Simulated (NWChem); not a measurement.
All runs are NWChem calculations. System: Se (+1), charge 1, spin multiplicity 4. Its SCF solution wasn't tested for a lower state. Level: UHF/STO-3G.

Input file:

```
start mol
memory heap 200 mb stack 900 mb global 1100 mb
charge 1
geometry units angstroms nocenter noautoz
  Se     0.000000     0.000000     0.000000
  symmetry group D2h
end
basis spherical
  * library sto-3g
end
scf
  uhf
  nopen 3
  maxiter 100
  thresh 1e-7
  semidirect memsize 60000000 filesize 0
  # guess.movecs holds the orbitals of an unrestricted PBE0 run
  vectors input guess.movecs output mol.movecs
end
task scf energy
```

NWChem printed:

```
             Northwest Computational Chemistry Package (NWChem) 7.3.0
             --------------------------------------------------------

                                NWChem Input Module
                                -------------------

 Scaling coordinates for geometry "geometry" by  1.889725989
 (inverse scale =  0.529177249)

                             Geometry "geometry" -> ""
                             -------------------------

 Output coordinates in angstroms (scale by  1.889725989 to convert to a.u.)

  No.       Tag          Charge          X              Y              Z
 ---- ---------------- ---------- -------------- -------------- --------------
    1 Se                  34.0000     0.00000000     0.00000000     0.00000000

 Effective nuclear repulsion energy (a.u.)       0.0000000000

            Nuclear Dipole moment (a.u.)
            ----------------------------
        X                 Y               Z
 ---------------- ---------------- ----------------
     0.0000000000     0.0000000000     0.0000000000

      Symmetry information
      --------------------

 Group name             D2h
 Group number             26
 Group order               8
 No. of unique centers     1

      Symmetry unique atoms

     1


 Summary of "ao basis" -> "" (spherical)
 ------------------------------------------------------------------------------
       Tag                 Description            Shells   Functions and Types
 ---------------- ------------------------------  ------  ---------------------
 *                           sto-3g                   on all atoms

 Summary of "ao basis" -> "ao basis" (spherical)
 ------------------------------------------------------------------------------
       Tag                 Description            Shells   Functions and Types
 ---------------- ------------------------------  ------  ---------------------
 Se                          sto-3g                  8       18   4s3p1d

                                 NWChem SCF Module
                                 -----------------

  ao basis        = "ao basis"
  functions       =    18
  atoms           =     1
  alpha electrons =    18
  beta  electrons =    15
  charge          =   1.00
  wavefunction    = UHF
  use symmetry    = T
  symmetry adapt  = T

 Summary of "ao basis" -> "ao basis" (spherical)
 ------------------------------------------------------------------------------
       Tag                 Description            Shells   Functions and Types
 ---------------- ------------------------------  ------  ---------------------
 Se                          sto-3g                  8       18   4s3p1d

      Symmetry analysis of basis
      --------------------------

        ag          6
        au          0
        b1g         1
        b1u         3
        b2g         1
        b2u         3
        b3g         1
        b3u         3

 Forming initial guess at       0.0s

   Symmetry analysis of molecular orbitals - initial alpha
   -------------------------------------------------------

  Numbering of irreducible representations:

     1 ag          2 au          3 b1g         4 b1u         5 b2g
     6 b2u         7 b3g         8 b3u

  Orbital symmetries:

     1 ag          2 ag          3 b1u         4 b3u         5 b2u
     6 ag          7 b1u         8 b3u         9 b2u        10 ag
    11 b2g        12 b3g        13 b1g        14 ag         15 ag
    16 b2u        17 b3u        18 b1u

   Symmetry analysis of molecular orbitals - initial beta
[...]
    6   -8.7528
    7   -6.5894
    8   -6.5894
    9   -6.5894
   10   -2.2022
   11   -2.2022
   12   -2.2022
   13   -2.2022
   14   -2.2022
   15   -1.2207
   16   -0.7646
   17   -0.7646
   18   -0.7646

          Final beta eigenvalues
          ----------------------

              1
    1 -456.1318
    2  -59.2895
    3  -54.0020
    4  -54.0020
    5  -54.0020
    6   -8.7309
    7   -6.5605
    8   -6.5605
    9   -6.5605
   10   -2.1884
   11   -2.1884
   12   -2.1884
   13   -2.1884
   14   -2.1884
   15   -0.9036
   16   -0.2274
   17   -0.2274
   18   -0.2274

                    UHF Final Alpha Molecular Orbital Analysis
                    ------------------------------------------

 Vector   16  Occ=1.000000D+00  E=-7.645835D-01  Symmetry=b1u
              MO Center=  9.3D-40,  8.5D-40, -1.8D-18, r^2= 1.3D+00
   Bfn.  Coefficient  Atom+Function         Bfn.  Coefficient  Atom+Function
  ----- ------------  ---------------      ----- ------------  ---------------
    13      1.024015  1 Se pz                 9     -0.288171  1 Se pz

 Vector   17  Occ=1.000000D+00  E=-7.645835D-01  Symmetry=b2u
              MO Center=  6.2D-38,  8.3D-19, -6.0D-37, r^2= 1.3D+00
   Bfn.  Coefficient  Atom+Function         Bfn.  Coefficient  Atom+Function
  ----- ------------  ---------------      ----- ------------  ---------------
    12      1.024015  1 Se py                 8     -0.288171  1 Se py

 Vector   18  Occ=1.000000D+00  E=-7.645835D-01  Symmetry=b3u
              MO Center=  7.8D-19,  3.5D-38,  7.5D-37, r^2= 1.3D+00
   Bfn.  Coefficient  Atom+Function         Bfn.  Coefficient  Atom+Function
  ----- ------------  ---------------      ----- ------------  ---------------
    11      1.024015  1 Se px                 7     -0.288171  1 Se px

                     UHF Final Beta Molecular Orbital Analysis
                     -----------------------------------------

 Vector   13  Occ=1.000000D+00  E=-2.188443D+00  Symmetry=ag
              MO Center=  1.4D-22, -5.7D-23,  1.1D-23, r^2= 1.0D-01
   Bfn.  Coefficient  Atom+Function         Bfn.  Coefficient  Atom+Function
  ----- ------------  ---------------      ----- ------------  ---------------
    18      0.999865  1 Se d  2

 Vector   14  Occ=1.000000D+00  E=-2.188443D+00  Symmetry=ag
              MO Center=  4.9D-21,  2.1D-21,  6.3D-21, r^2= 1.0D-01
   Bfn.  Coefficient  Atom+Function         Bfn.  Coefficient  Atom+Function
  ----- ------------  ---------------      ----- ------------  ---------------
    16      0.999865  1 Se d  0

 Vector   15  Occ=1.000000D+00  E=-9.036446D-01  Symmetry=ag
              MO Center= -3.4D-18, -9.2D-20,  4.2D-20, r^2= 1.3D+00
   Bfn.  Coefficient  Atom+Function         Bfn.  Coefficient  Atom+Function
  ----- ------------  ---------------      ----- ------------  ---------------
    10      1.021371  1 Se s                  6     -0.250379  1 Se s

 Vector   16  Occ=0.000000D+00  E=-2.274419D-01  Symmetry=b1u
              MO Center= -3.2D-22, -7.5D-22, -4.8D-20, r^2= 1.3D+00
   Bfn.  Coefficient  Atom+Function         Bfn.  Coefficient  Atom+Function
  ----- ------------  ---------------      ----- ------------  ---------------
    13      1.024017  1 Se pz                 9     -0.288128  1 Se pz

 Vector   17  Occ=0.000000D+00  E=-2.274419D-01  Symmetry=b2u
              MO Center= -2.0D-39,  8.9D-20, -3.1D-39, r^2= 1.3D+00
   Bfn.  Coefficient  Atom+Function         Bfn.  Coefficient  Atom+Function
  ----- ------------  ---------------      ----- ------------  ---------------
    12      1.024017  1 Se py                 8     -0.288128  1 Se py

 Vector   18  Occ=0.000000D+00  E=-2.274419D-01  Symmetry=b3u
              MO Center=  3.4D-18, -2.4D-38, -2.4D-38, r^2= 1.3D+00
   Bfn.  Coefficient  Atom+Function         Bfn.  Coefficient  Atom+Function
  ----- ------------  ---------------      ----- ------------  ---------------
    11      1.024017  1 Se px                 7     -0.288128  1 Se px

 center of mass
 --------------
 x =   0.00000000 y =   0.00000000 z =   0.00000000

 moments of inertia (a.u.)
 ------------------
           0.000000000000           0.000000000000           0.000000000000
           0.000000000000           0.000000000000           0.000000000000
           0.000000000000           0.000000000000           0.000000000000

  Mulliken analysis of the total density
  --------------------------------------

    Atom       Charge   Shell Charges
 -----------   ------   -------------------------------------------------------
    1 Se  34    33.00   2.00  2.00  6.00  2.00  5.97  2.00  3.04 10.00

  Mulliken analysis of the alpha density
  --------------------------------------

    Atom       Charge   Shell Charges
 -----------   ------   -------------------------------------------------------
    1 Se  34    18.00   1.00  1.00  3.00  1.00  3.00  1.00  3.00  5.00

   Mulliken analysis of the beta density
   -------------------------------------

    Atom       Charge   Shell Charges
 -----------   ------   -------------------------------------------------------
    1 Se  34    15.00   1.00  1.00  3.00  1.00  2.97  1.00  0.04  5.00

   Mulliken analysis of the spin density
   -------------------------------------

    Atom       Charge   Shell Charges
 -----------   ------   -------------------------------------------------------
    1 Se  34     3.00  -0.00 -0.00  0.00 -0.00  0.03 -0.00  2.96  0.00

       Multipole analysis of the density wrt the origin
       ------------------------------------------------

     L   x y z        total         alpha         beta         nuclear
     -   - - -        -----         -----         ----         -------
     0   0 0 0      1.000000    -18.000000    -15.000000     34.000000

     1   1 0 0      0.000000      0.000000      0.000000      0.000000
     1   0 1 0      0.000000     -0.000000      0.000000      0.000000
     1   0 0 1     -0.000000     -0.000000     -0.000000      0.000000

     2   2 0 0    -10.234558     -7.469794     -2.764765      0.000000
     2   1 1 0      0.000000      0.000000      0.000000      0.000000
     2   1 0 1     -0.000000     -0.000000     -0.000000      0.000000
     2   0 2 0    -10.234558     -7.469794     -2.764765      0.000000
     2   0 1 1     -0.000000     -0.000000     -0.000000      0.000000
     2   0 0 2    -10.234558     -7.469794     -2.764765      0.000000

 Task  times  cpu:        0.1s     wall:        0.1s

 Total times  cpu:        0.1s     wall:        0.1s
```
